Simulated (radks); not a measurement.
Question: Radial electron density D(r) = 4 pi r^2 rho(r) of an atom or ion with 5 electrons. All-electron calculation, Dirac Kohn-Sham, PBEsol, spin-unpolarised, spherical densities, point nucleus. Program: a radial shooting solver on a logarithmic mesh with Libxc functionals.

```
   r/bohr * D(r) (the largest magnitude, 6.24, reaches the edge; | marks zero)
  0.02607 |      *
  0.02892 |       *
  0.03209 |         *
  0.03533 |           *
   0.0392 |             *
  0.04349 |               *
  0.04826 |                  *
  0.05355 |                     *
  0.05942 |                        *
  0.06593 |                           *
  0.07316 |                               *
  0.08118 |                                   *
  0.08936 |                                      *
  0.09915 |                                          *
     0.11 |                                             *
   0.1221 |                                                 *
   0.1355 |                                                   *
   0.1503 |                                                     *
   0.1668 |                                                      *
   0.1851 |                                                      *
   0.2053 |                                                    *
    0.226 |                                                  *
   0.2508 |                                              *
   0.2783 |                                          *
   0.3088 |                                    *
   0.3426 |                               *
   0.3802 |                         *
   0.4218 |                    *
   0.4681 |                *
   0.5194 |             *
   0.5717 |            *
   0.6344 |           *
   0.7039 |            *
    0.781 |             *
   0.8667 |               *
   0.9616 |                *
    1.067 |                 *
    1.184 |                 *
    1.314 |                 *
    1.446 |               *
    1.605 |             *
     1.78 |           *
    1.976 |        *
    2.192 |     *
    2.432 |   *
    2.699 |  *
    2.995 | *
    3.323 |*
    3.658 *
    4.059 *
    4.504 *
    4.997 *
    5.545 *
```

What is the nuclear charge?

Answer: Z = 6. The innermost maximum, from 1s, lies near gamma/Z bohr with gamma = sqrt(1 - (Z/c)^2) = 0.999, here 0.167 bohr (found: 0.172), and its height grows with Z. The density is that of the carbon ion C+ in [He] 2s2 2p1; the configuration itself is not fixed sharply by these data. D(r) has 2 maxima, at r = 0.172, 1.16 bohr, and minima at 0.629 bohr, inside which lie 2.11 electrons.
